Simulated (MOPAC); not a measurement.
Job for MOPAC: PM6 on BeClF (SMILES [F][Be][Cl]), a point of a bond scan (R = 2.443 Å).

```
PM6 1SCF PRECISE CHARGE=0 THREADS=1
BeClF

Be    -0.00000000 1    -0.00000000 1    -0.61301342 1
F     -0.00000000 1    -0.00000000 1    -1.98830246 1
Cl     0.00000000 1     0.00000000 1     1.83032808 1
```

It printed:

```
*******************************************************************************
 **                                                                           **
 **                              MOPAC v23.2.5                                **
 **                                                                           **
 *******************************************************************************
 ** MOPAC's Digital Object Identifier: https://doi.org/10.5281/zenodo.6511958 **
 **                                                                           **
 ** Please cite the open-source release paper for use of this MOPAC version:  **
 ** J. E. Moussa and J. J. P. Stewart (2026)                                  **
 ** MOPAC: An open-source semiempirical molecular orbital program             **
 ** J. Open Source Softw., 11(119), 8025, https://doi.org/10.21105/joss.08025 **
 *******************************************************************************

                              PM6 CALCULATION RESULTS

 *******************************************************************************
 *  PM6        - The PM6 Hamiltonian to be used
 *
 *
 *
 *                 CHARGE ON SYSTEM = 0
 *
 *
 *
 *  PRECISE    - TIGHTER CRITERIA TO BE USED
 *  1SCF       - DO 1 SCF AND THEN STOP
 *  THREADS=1  - MULTI-THREADING NOT USED
 *  T=         - A TIME OF 172800.0 SECONDS REQUESTED
 *  DUMP=N     - RESTART FILE WRITTEN EVERY 7200.0 SECONDS REQUESTED
 *******************************************************************************
PM6 1SCF PRECISE CHARGE=0 THREADS=1
 BeClF

   ATOM   CHEMICAL          X               Y               Z
  NUMBER   SYMBOL      (ANGSTROMS)     (ANGSTROMS)     (ANGSTROMS)

     1      Be         -0.00000000  *  -0.00000000  *  -0.61301342  *
     2       F         -0.00000000  *  -0.00000000  *  -1.98830246  *
     3      Cl          0.00000000  *   0.00000000  *   1.83032808  *



          CARTESIAN COORDINATES

    NO.       ATOM           X           Y           Z

     1        Be         -0.0000     -0.0000     -0.6130
     2         F         -0.0000     -0.0000     -1.9883
     3        Cl          0.0000      0.0000      1.8303

 General Reference for PM6:
 "Optimization of Parameters for Semiempirical Methods V: Modification of NDDO Approximations
 and Application to 70 Elements", J. J. P. Stewart, J. Mol. Mod., 13, 1173-1213 (2007)
 URL: https://link.springer.com/article/10.1007/s00894-007-0233-4

           Empirical Formula: Be F Cl  =     3 atoms



      MOLECULAR POINT GROUP   :   C*v


      RHF CALCULATION, NO. OF DOUBLY OCCUPIED LEVELS = 8


 -------------------------------------------------------------------------------
 PM6 1SCF PRECISE CHARGE=0 THREADS=1
 BeClF



     1SCF WAS SPECIFIED, SO BFGS WAS NOT USED
     SCF FIELD WAS ACHIEVED


                              PM6 CALCULATION
                                                       MOPAC v23.2.5 Linux




          FINAL HEAT OF FORMATION =        -91.32735 KCAL/MOL =    -382.11362 KJ/MOL


          COSMO AREA              =         95.00 SQUARE ANGSTROMS
          COSMO VOLUME            =         78.02 CUBIC ANGSTROMS

          IONIZATION POTENTIAL    =         10.563728 EV
          HOMO LUMO ENERGIES (EV) =        -10.564 -0.860
          NO. OF FILLED LEVELS    =          8
          MOLECULAR WEIGHT        =         63.4636         POINT GROUP:  C*v

          MOLECULAR DIMENSIONS (Angstroms)

            Atom       Atom       Distance
           Cl     3    F     2     3.81863
           Cl     3    F     2     0.00000
           Be     1    F     2     0.00000


          SCF CALCULATIONS        =          1





   ATOM   CHEMICAL          X               Y               Z
  NUMBER   SYMBOL      (ANGSTROMS)     (ANGSTROMS)     (ANGSTROMS)

     1      Be         -0.00000000  *  -0.00000000  *  -0.61301342  *
     2       F         -0.00000000  *  -0.00000000  *  -1.98830246  *
     3      Cl          0.00000000  *   0.00000000  *   1.83032808  *

                             CARTESIAN COORDINATES

   1   Be       -0.000000000    -0.000000000    -0.613013420
   2    F       -0.000000000    -0.000000000    -1.988302460
   3   Cl        0.000000000     0.000000000     1.830328080


           Empirical Formula: Be F Cl  =     3 atoms



      MOLECULAR POINT GROUP   :   C*v


                  EIGENVALUES
 -41.19150 -25.92228 -16.78143 -16.43666 -16.43666 -11.87902 -10.56373 -10.56373
  -0.86001   1.29987   1.29987   3.01944  94.39141  94.56317  94.56317  95.12648
  95.12648


              NET ATOMIC CHARGES AND DIPOLE CONTRIBUTIONS

  ATOM NO.   TYPE          CHARGE      No. of ELECS.   s-Pop       p-Pop       d-Pop
    1         Be           0.903101        1.0969     0.47723     0.61967
    2          F          -0.357935        7.3579     1.93357     5.42437
    3         Cl          -0.545165        7.5452     1.99823     5.54642     0.00051
 DIPOLE           X         Y         Z       TOTAL
 POINT-CHG.     0.000     0.000    -4.034     4.034
 HYBRID         0.000    -0.000     0.421     0.421
 SUM            0.000    -0.000    -3.612     3.612


          ATOMIC ORBITAL ELECTRON POPULATIONS

     Atom    s        px        py        pz      x^2-y^2     xz        z^2       yz        xy
    1 Be   0.47723   0.08994   0.08994   0.43979
    2  F   1.93357   1.92121   1.92121   1.58194
    3 Cl   1.99823   1.98879   1.98879   1.56885   0.00000   0.00006   0.00039   0.00006   0.00000

 **********************
 *                    *
 * JOB ENDED NORMALLY *
 *                    *
 **********************




 == MOPAC DONE ==
```

The run finished.

Cost: roughly 0.05 core-seconds.
